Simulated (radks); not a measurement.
Values are calculated unless marked as measured or tabulated.
The nuclear charge of the aluminium ion Al2+ is varied continuously with 11 electrons held in [Ne] 3s1. Code: a radial shooting solver on a logarithmic mesh with Libxc functionals. Model: scalar-relativistic Kohn-Sham, PBEsol, spin-polarised, spherical densities, finite nucleus; open shells are filled with parallel spins first; Fermi nuclear charge, rms radius 3.061 fm. By the Hellmann-Feynman theorem dE/dZ = E(electron-nucleus)/Z, the electronic potential at the nucleus (averaged over a nucleus of fixed radius). The scalar-relativistic energy here is not variational (the density holds large components alone), so the two differ by a part that grows with Z.

[
 {"Z": "12", "E (hartree)": "-199.56326", "E(electron-nucleus)/Z (hartree)": "-39.6442", "HOMO": "3s", "e(HOMO) (eV)": "-11.887", "<r> HOMO (bohr)": "2.767"},
 {"Z": "12.25", "E (hartree)": "-209.60611", "E(electron-nucleus)/Z (hartree)": "-40.6874", "HOMO": "3s", "e(HOMO) (eV)": "-14.701", "<r> HOMO (bohr)": "2.589"},
 {"Z": "12.5", "E (hartree)": "-219.90978", "E(electron-nucleus)/Z (hartree)": "-41.7299", "HOMO": "3s", "e(HOMO) (eV)": "-17.735", "<r> HOMO (bohr)": "2.438"},
 {"Z": "12.75", "E (hartree)": "-230.47416", "E(electron-nucleus)/Z (hartree)": "-42.7721", "HOMO": "3s", "e(HOMO) (eV)": "-20.984", "<r> HOMO (bohr)": "2.307"},
 {"Z": "13", "E (hartree)": "-241.29917", "E(electron-nucleus)/Z (hartree)": "-43.8140", "HOMO": "3s", "e(HOMO) (eV)": "-24.445", "<r> HOMO (bohr)": "2.191"},
 {"Z": "13.25", "E (hartree)": "-252.38478", "E(electron-nucleus)/Z (hartree)": "-44.8558", "HOMO": "3s", "e(HOMO) (eV)": "-28.114", "<r> HOMO (bohr)": "2.089"},
 {"Z": "13.5", "E (hartree)": "-263.73096", "E(electron-nucleus)/Z (hartree)": "-45.8975", "HOMO": "3s", "e(HOMO) (eV)": "-31.989", "<r> HOMO (bohr)": "1.997"},
 {"Z": "13.75", "E (hartree)": "-275.33771", "E(electron-nucleus)/Z (hartree)": "-46.9392", "HOMO": "3s", "e(HOMO) (eV)": "-36.069", "<r> HOMO (bohr)": "1.914"},
 {"Z": "14", "E (hartree)": "-287.20507", "E(electron-nucleus)/Z (hartree)": "-47.9810", "HOMO": "3s", "e(HOMO) (eV)": "-40.351", "<r> HOMO (bohr)": "1.839"}
]

The central difference of E at Z = 13 is -43.821 hartree, to compare with the third column; the second derivative is -4.17 hartree.
